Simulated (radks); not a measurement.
All-electron atom: Kr28+ in [He] 2s2 2p3 3d1 (not the ground configuration). Method: Dirac Kohn-Sham, LDA (Slater exchange, Perdew-Wang correlation), spin-unpolarised, spherical densities, finite nucleus; open shells are shared between the two j in proportion to 2j + 1; Fermi nuclear charge, rms radius 4.1884 fm; computed with a radial shooting solver on a logarithmic mesh with Libxc functionals.

Spin-orbit splittings of the eigenvalues, e(l+1/2) - e(l-1/2), with zeta = 2 splitting/(2l+1) and mean radii in bohr:

2p: occ. 3; splitting (eV) 60.95; zeta (eV) 40.64; <r> j=l-1/2 0.1485; <r> j=l+1/2 0.1520
3d: occ. 1; splitting (eV) 4.074; zeta (eV) 1.630; <r> j=l-1/2 0.3467; <r> j=l+1/2 0.3484
